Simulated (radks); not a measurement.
Q: The mean radii <r> (bohr) of the occupied orbitals of an atom or ion are listed with their occupations. Calculated with a radial shooting solver on a logarithmic mesh with Libxc functionals: scalar-relativistic Kohn-Sham, PBE, spin-polarised, spherical densities, point nucleus.

| orbital | occ. | <r> |
|---|---|---|
| 1s down | 1 | 0.05031 |
| 1s up | 1 | 0.05031 |
| 2s up | 1 | 0.2263 |
| 2s down | 1 | 0.2261 |
| 2p up | 3 | 0.1984 |
| 2p down | 3 | 0.1982 |
| 3s up | 1 | 0.6714 |
| 3s down | 1 | 0.6728 |
| 3p up | 3 | 0.6959 |
| 3p down | 3 | 0.6982 |
| 3d up | 5 | 0.7692 |
| 3d down | 3 | 0.7785 |

Name the element and its charge. Open shells, if any, are filled with parallel spins first.

A: Z = 30, zinc, charge +4: Zn4+ in [Ar] 3d8. The 1s radius gives Z: for a bare nucleus <r> = (2 gamma + 1)/(2Z) with gamma = sqrt(1 - (Z/c)^2), 0.04919 bohr for Z = 30, and screening makes it slightly larger (0.05031 here). The occupations add up to 26, and the charge is Z minus that.
